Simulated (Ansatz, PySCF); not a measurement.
KCl, SMILES [Cl][K]. Atoms are numbered in the order given.

```xyz
2

K      0.0000     0.0000    -1.2755
Cl     0.0000     0.0000     1.4188
```
Charge 0, spin multiplicity 1.

Coordinates come from a PBE0-D3(BJ)/def2-TZVPD optimisation.

Two levels are set side by side: PBE-D3(BJ)/def2-TZVPD (Ansatz, a first-principles code) and PBE0-D3(BJ)/def2-TZVPD (Ansatz). Each level has its own optimised geometry; the coordinates shown are those of the second. Frequencies come from the Hessian of PySCF at each geometry. Differences are taken from unrounded values.

```tsv
quantity	PBE0-D3(BJ)
bond K1–Cl2 (Å)	2.694
highest harmonic wavenumber (cm⁻¹)	270
mean harmonic wavenumber (cm⁻¹)	270
zero-point energy (kcal/mol)	0.39
```

Problem. What does PBE-D3(BJ) give, and how far is it from PBE0-D3(BJ)? (The exact figures need the calculation; the answer reports its results.)

Solution. 
```tsv
quantity	PBE-D3(BJ)	PBE-D3(BJ) minus PBE0-D3(BJ)
bond K1–Cl2 (Å)	2.701	0.007
highest harmonic wavenumber (cm⁻¹)	265	-6
mean harmonic wavenumber (cm⁻¹)	265	-6
zero-point energy (kcal/mol)	0.38	-0.01
```
